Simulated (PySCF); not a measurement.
PySCF 2.14 output of a UHF calculation on a single atom or ion in aug-cc-pVDZ-DK, with the spin-free X2C one-electron Hamiltonian (Gaussian nucleus):

```
SCF conv_tol = 1e-09
number electrons alpha = 1  beta = 1
cycle= 1 E= -13.6131591310096  delta_E= -1.85e-13  |g|= 9.14e-08  |ddm|= 1.05e-06
converged SCF energy = -13.6131591310096  <S^2> = -4.4408921e-16  2S+1 = 1
```

The run itself started from symmetry-adapted Hartree-Fock orbitals and held the occupation by maximum overlap, so the iterations belong to that start.

Problem. Which element, charge and spin multiplicity is this?

Solution. Be²⁺ (beryllium, charge +2), multiplicity 1; the state was 1s2, closed-shell 1S.
